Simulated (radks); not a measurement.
The platinum anion Pt2-, [Hg], held by a Watson sphere: a shell of charge +2.16 at radius R that stands for the Madelung well of a crystal (potential energy -2.16/R inside, -2.16/r outside, in hartree with lengths in bohr). All-electron calculation, scalar-relativistic Kohn-Sham, LB94 model potential, spin-unpolarised, spherical densities, finite nucleus; Fermi nuclear charge, rms radius of each element as measured or else 0.836 A^(1/3) + 0.57 fm. Program: a radial shooting solver on a logarithmic mesh with Libxc functionals. Response by self-consistent Sternheimer equations with the Hartree and adiabatic LDA kernel, the relativistic mass of each level held fixed and spin-orbit coupling left out. The sphere does not respond.

R (bohr)  e(5p) (eV)  e(6s) (eV)  e(5d) (eV)  <r> 5d (bohr)  sum of <r^2> (bohr^2)  X-ray form factor at sin(theta)/lambda = 0.1 1/angstrom  alpha (bohr^3)
2.92         -60.913     -12.123     -11.346          1.774                  77.01                                                   75.168           46.40
3.37         -59.776     -11.038     -10.094          1.800                  80.44                                                   75.043           56.52
4.36         -57.691      -8.889      -7.880          1.832                  86.81                                                   74.860           83.89
4.72         -57.059      -8.227      -7.226          1.839                  88.79                                                   74.817           95.58
5.5          -55.882      -6.997      -6.023          1.850                  92.63                                                   74.751           124.3
